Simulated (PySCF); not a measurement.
C₅H₈S. Atoms are numbered in the order given.

```xyz
14

C     -1.3630     2.1898     0.0367
C     -1.0663     1.0391    -0.2212
C     -0.7006    -0.3475    -0.4749
C     -1.3095    -1.3128     0.5457
S      1.1339    -0.5332    -0.6368
C      1.6822     0.0888     0.9725
H     -1.6309     3.2090     0.2440
H     -1.0453    -0.6238    -1.4880
H     -2.4080    -1.2306     0.5402
H     -1.0234    -2.3461     0.3021
H     -0.9617    -1.0796     1.5630
H      1.3044     1.1086     1.1457
H      2.7803     0.1205     0.9280
H      1.3846    -0.5713     1.8016
```

Geometry: r2SCAN-D4/def2-SVP. The structure was generated by enumeration; whether it is a known compound was not checked. Other conformers were not sampled.

These are TDA-LC-ωPBE/def2-SVPD (PySCF) values and carry that method's errors.

Vertical excitations. The molecule is in vacuum.

| state | energy (eV) | λ (nm) | f | main pairs |
|---|---|---|---|---|
| S1 | 5.56 | 223 | 0.002 | HOMO→LUMO+1 37 %, HOMO→LUMO 28 %, HOMO→LUMO+11 10 %, HOMO→LUMO+4 8 % |
| S2 | 6.39 | 194 | 0.003 | HOMO−2→LUMO 18 %, HOMO−2→LUMO+4 17 %, HOMO−2→LUMO+2 11 %, HOMO−1→LUMO+5 10 % |
| S3 | 6.59 | 188 | 0.023 | HOMO→LUMO 32 %, HOMO→LUMO+1 22 %, HOMO→LUMO+2 7 %, HOMO−2→LUMO+4 6 % |
| S4 | 6.79 | 182 | 0.007 | HOMO−1→LUMO+5 34 %, HOMO−1→LUMO+1 9 %, HOMO−2→LUMO 7 %, HOMO→LUMO+5 6 % |
| S5 | 6.82 | 182 | 0.013 | HOMO−2→LUMO+5 20 %, HOMO−1→LUMO 16 %, HOMO→LUMO 11 %, HOMO−1→LUMO+4 10 % |
| S6 | 7.20 | 172 | 0.025 | HOMO→LUMO+2 52 %, HOMO→LUMO+4 14 %, HOMO→LUMO 14 % |
| S7 | 7.85 | 158 | 0.025 | HOMO→LUMO+3 46 %, HOMO→LUMO+4 21 %, HOMO→LUMO+1 8 % |
| S8 | 8.00 | 155 | 0.038 | HOMO→LUMO+6 28 %, HOMO→LUMO+3 20 %, HOMO→LUMO+1 11 %, HOMO→LUMO+7 9 % |
| S9 | 8.06 | 154 | 0.010 | HOMO→LUMO+5 42 %, HOMO→LUMO+4 25 % |
| S10 | 8.36 | 148 | 0.020 | HOMO→LUMO+5 19 %, HOMO→LUMO+8 9 %, HOMO−1→LUMO+2 9 %, HOMO→LUMO+9 8 % |
| T1 | 4.87 | 255 | 0 | HOMO→LUMO 27 %, HOMO→LUMO+1 21 %, HOMO→LUMO+4 11 %, HOMO→LUMO+2 7 % |
| T2 | 5.14 | 241 | 0 | HOMO−2→LUMO+5 17 %, HOMO−1→LUMO 12 %, HOMO−1→LUMO+4 11 %, HOMO→LUMO+1 8 % |
| T3 | 5.65 | 219 | 0 | HOMO−2→LUMO+5 32 %, HOMO−1→LUMO 9 %, HOMO−1→LUMO+4 8 %, HOMO−2→LUMO+1 6 % |
| T4 | 5.66 | 219 | 0 | HOMO−1→LUMO+5 18 %, HOMO−2→LUMO 17 %, HOMO−2→LUMO+4 17 %, HOMO−2→LUMO+2 9 % |
Triplets are in the Tamm–Dancoff approximation.
